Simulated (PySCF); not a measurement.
## Basis-set dependence of CuO at PBE0

PySCF, UKS reference; doublet, unpaired electrons π ↑; De to Cu (3d10 4s1) + O without counterpoise correction.

```tsv
basis	relativity	functions	Re (Å)	ωe (cm⁻¹)	De (eV)	μ (D)
cc-pVDZ-PP/cc-pVDZ	scalar-relativistic core potentials	52	1.718	648	2.79	-4.08
def2-TZVPP	no relativity	95	1.756	599	2.61	-4.72
def2-TZVPPD	no relativity	107	1.755	598	2.65	-4.77
```

**Question.** How does each smaller set differ from the one with most functions, def2-TZVPPD?

**Answer.** cc-pVDZ-PP/cc-pVDZ: -3.7 pm, +8.4 % in ωe, +0.14 eV in De; def2-TZVPP: +0.1 pm, +0.2 % in ωe, -0.04 eV in De. All at PBE0; the set with most functions is neither the basis-set limit nor always the best. The rows treat relativity differently, so the differences are not basis effects alone.

A positive dipole means Cu(−)O(+). With d or f electrons several states lie close, and the lowest PBE0 determinant need not be the measured ground state.
